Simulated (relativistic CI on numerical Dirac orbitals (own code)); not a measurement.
# Slater and spin-orbit integrals, Cd XXI

Calculated at this level of theory: Dirac-Coulomb-Breit CI, KLI orbitals optimised for each configuration, model QED (radiative potential, 1s self-energy scaled to tabulated hydrogen-like ionisation energies), unscaled Slater integrals (own radial code, finite nucleus).

Slater integrals F^k, G^k are unscaled and averaged over j, outside the closed core [Ne] 3s2; ζ comes from projecting the Hamiltonian with its Breit term on Σ l·s of the shell.

- 3p6 3d9 4s: ζ(3d) = 22860, G^2(3d,4s) = 31018 cm⁻¹; <r>(3d) = 0.3206, <r^2>(3d) = 0.121, <r>(4s) = 0.7429, <r^2>(4s) = 0.6191 (bohr units).
- 3p6 3d9 4p: ζ(3d) = 22873, F^2(3d,4p) = 91373, G^1(3d,4p) = 30100, G^3(3d,4p) = 30062, ζ(4p) = 51895 cm⁻¹; <r>(3d) = 0.3206, <r^2>(3d) = 0.121, <r>(4p) = 0.7652, <r^2>(4p) = 0.6606 (bohr units).
- 3p6 3d9 4d: ζ(3d) = 22862, F^2(3d,4d) = 90472, F^4(3d,4d) = 44863, G^0(3d,4d) = 30111, G^2(3d,4d) = 37074, G^4(3d,4d) = 28881, ζ(4d) = 5833.6 cm⁻¹; <r>(3d) = 0.3207, <r^2>(3d) = 0.1211, <r>(4d) = 0.788, <r^2>(4d) = 0.7085 (bohr units).

Averages of the first 10 configurations, taken without configuration mixing, which lowers the lowest level and can move excited configurations by several eV; other configurations of the list can lie among them:

```csv
Configuration,Parity,States,Average energy above the lowest level (eV)
3p6 3d10,even,1,0.1
3p6 3d9 4s,even,20,382.2
3p6 3d9 4p,odd,60,430.0
3p6 3d9 4d,even,100,501.7
3p6 3d9 4f,odd,140,572.3
3p6 3d8 4s2,even,45,785.2
3p5 3d10 4s,odd,12,603.0
3p6 3d8 4s 4p,odd,540,829.7
3p6 3d9 5s,even,20,629.3
3p5 3d10 4p,even,36,651.0
```
